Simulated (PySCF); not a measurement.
EuCl3(NH3) at several levels of theory

Computed with PySCF 2.14.0 (density fitting, no spin-orbit coupling) at the geometry relaxed with r2SCAN:

```xyz
8
EuCl3(NH3) (singlet in the valence; each metal's 4f electrons, 6 of them, lie in its core potential, out of spins and levels)
Eu    0.0429   -0.0429    0.0429
Cl    1.1653    1.9354    1.1653
Cl   -1.9354   -1.1653    1.1653
Cl    1.1653   -1.1653   -1.9354
N    -1.4015    1.4015   -1.4015
H    -2.0137    2.0137   -0.8546
H    -0.8546    2.0137   -2.0137
H    -2.0137    0.8546   -2.0137
```

| level | basis | state | HOMO (eV) | gap (eV) | charge on Eu1 (e) | population of f-type functions on Eu1 (polarisation alone where 4f lies in the core) | dipole about the centre of mass (D) | largest force component (eV/Å) |
| --- | --- | --- | --- | --- | --- | --- | --- | --- |
| r2SCAN | Eu lcecp-1-SVP with ECP52, Cl def2-SVP, N def2-SVP, H def2-SVP | singlet | -7.40 | 5.97 | 0.84 | 0.05 | 4.96 | 0.01 |
| PBE | the same | singlet | -6.97 | 5.17 | 0.64 | 0.05 | 4.94 | 0.18 |
| r2SCAN | Eu lcecp-1-TZVP with ECP52, Cl def2-TZVP, N def2-TZVP, H def2-TZVP | singlet | -7.53 | 6.01 | 1.36 | 0.07 | 4.86 | 0.23 |

In the lcecp rows the 4f levels are missing from HOMO and gap, and the state counts the valence alone.

Charges are Mulliken's, which hang on the basis. The relaxation used the grid (50, 194), these runs (75, 302) or, all-electron (x2c bases, spin-free X2C Hamiltonian), (99, 590).

(1) A further run in the first row's basis gives HOMO (eV) -6.94, gap (eV) 5.22, charge on Eu1 (e) 0.70, population of f-type functions on Eu1 (polarisation alone where 4f lies in the core) 0.06, dipole about the centre of mass (D) 4.92, largest force component (eV/Å) 0.19. Which level was it?
A. revPBE
B. B3LYP
C. CAM-B3LYP

No frequency check is given that shows the relaxed geometry to be a minimum. An lcecp potential fixes the number of 4f electrons, so in runs with it no electron can move into or out of that shell.

Answers

(1) A. The others give HOMO -9.65 eV (CAM-B3LYP); -8.03 eV (B3LYP).
